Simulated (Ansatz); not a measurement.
C₄H₉B, SMILES `CC1CBC1`. Charge 0, multiplicity 1.

```xyz
14

C    -0.750   -0.247   -1.508
C    -0.396    0.303   -0.144
C    -0.363   -0.689    1.055
B     0.872    0.148    1.544
C     1.077    0.740    0.105
H    -1.780   -0.613   -1.534
H    -0.642    0.516   -2.285
H    -0.091   -1.082   -1.765
H    -1.062    1.137    0.100
H    -1.258   -0.823    1.665
H    -0.047   -1.677    0.698
H     1.328    0.405    2.621
H     1.365    1.780   -0.065
H     1.748    0.103   -0.487
```

(1) List the harmonic frequencies (cm⁻¹, unscaled) at PBE0-D4/def2-TZVP in Ansatz. (Estimate.)

(2) Is this a minimum?

(3) Give the ideal-gas thermochemistry at 298.15 K and 1 bar (rigid rotor, harmonic oscillator; point group Cs, symmetry number 1).

## Answers

(1) The calculation gave: 103, 244, 316, 344, 431, 544, 695, 826, 831, 871, 917, 921, 942, 1038, 1088, 1115, 1121, 1186, 1201, 1227, 1272, 1364, 1397, 1399, 1431, 1482, 1484, 2620, 3032, 3037, 3041, 3059, 3106, 3110, 3117, 3118.

(2) Yes, all 36 modes are real.

(3) Zero-point energy 317.2 kJ/mol; H(298) − E = 335.3 kJ/mol; entropy 312.3 J/(mol·K), of which translation 161.5, rotation 105.4, vibration 45.4; G(298) − E = 242.2 kJ/mol.
